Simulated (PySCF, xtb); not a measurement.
In(Cl)2(NH2) (Cl2H2InN), SMILES [NH2][In]([Cl])[Cl].

GFN2-xTB run with xtb at its own geometry gives an orbital gap of 2.87 eV and a dipole moment of 2.37 D.

Coordinates come from a PBE0-D3(BJ)/def2-SVP optimisation. The def2 effective core potentials stand for the cores of In; spin–orbit coupling is left out. One conformer was computed; it need not be the lowest.

### Question
What does PySCF with HF/def2-TZVP give? (Estimate from the structure and the level; the computed values follow.)

### Answer
gap 12.43 eV (levels -11.45 and 0.98 eV), dipole 3.09 D.
